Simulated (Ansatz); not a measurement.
`C[CH2][Zn][SH]` + `N#CCCO` → `O[CH2][Zn][SH]` + `CCCC#N`  (formal exchange of groups at a Zn–C bond)

Gas-phase electronic energies from Ansatz, PBE0-D4/def2-TZVP geometries. CCSD(T)/CBS is the MP2 limit (def2-TZVPP, def2-QZVPP) plus CCSD(T) − MP2 in def2-TZVPP, frozen cores. Functionals use def2-TZVPP. B3LYP here is the variant with VWN-RPA as its local correlation; programs differ in this. For Zn outer-core shells are correlated without core-valence functions, which leaves a few kJ/mol of doubt a bond. Scalar relativity is left out up to krypton. Each species was taken in one conformer, which may not be the lowest.

`C[CH2][Zn][SH]`:

```xyz
10

C     0.591    0.208   -1.336
C     0.873   -0.349    0.057
Zn   -0.604   -0.194    1.319
S    -2.244   -0.029    2.746
H     0.351    1.274   -1.311
H     1.457    0.092   -1.997
H    -0.248   -0.299   -1.819
H     1.141   -1.409   -0.004
H     1.737    0.156    0.501
H    -3.055    0.550    1.843
```

`N#CCCO`:

Cartesian coordinates in Å:
```
N 0.790 2.558 -1.034
C 0.768 1.508 -0.566
C 0.693 0.181 0.018
C -0.717 -0.408 -0.085
O -0.765 -1.712 0.429
H 1.004 0.243 1.066
H 1.400 -0.478 -0.493
H -1.432 0.258 0.412
H -1.006 -0.475 -1.135
H -0.734 -1.675 1.388
```

`O[CH2][Zn][SH]`:

```xyz
8

O     0.831   -0.045    1.841
C     0.567    0.706    0.660
Zn   -0.740   -0.147   -0.547
S    -2.211   -1.145   -1.809
H     1.311   -0.839    1.599
H     1.493    0.965    0.132
H     0.135    1.652    0.996
H    -1.387   -1.146   -2.872
```

`CCCC#N`:

```xyz
12

C     1.336   -0.451    0.768
C     0.129   -0.568   -0.144
C    -0.676    0.731   -0.180
C    -1.839    0.645   -1.047
N    -2.753    0.555   -1.739
H     1.904   -1.384    0.786
H     1.038   -0.224    1.795
H     2.011    0.342    0.433
H     0.442   -0.820   -1.160
H    -0.523   -1.380    0.190
H    -1.018    0.996    0.826
H    -0.050    1.558   -0.528
```

```
             level  ΔE (kJ/mol)  difference from CCSD(T)/CBS
            PBE-D4         12.9                         -4.5
         r2SCAN-D4         15.1                         -2.3
           PBE0-D4         16.2                         -1.2
          B3LYP-D4         14.1                         -3.3
            B2PLYP         16.7                         -0.7
               PBE         13.0                         -4.4
            r2SCAN         15.1                         -2.3
             B3LYP         14.2                         -3.2
     HF/def2-TZVPP         19.5                          2.1
    MP2/def2-TZVPP         20.7                          3.3
SCS-MP2/def2-TZVPP         19.5                          2.1
CCSD(T)/def2-TZVPP         19.1                          1.7
     HF/def2-QZVPP         18.9                          1.5
SCS-MP2/def2-QZVPP         18.4                          1.0
      HF/CBS(def2)         18.9                          1.5
     MP2/CBS(def2)         19.0                          1.6
       CCSD(T)/CBS         17.4                            0
```

Largest T1 diagnostic among the species: 0.014.

From PBE to PBE0 (25 % exact exchange), in def2-TZVPP and without D4, ΔE moves by +3.2 kJ/mol.
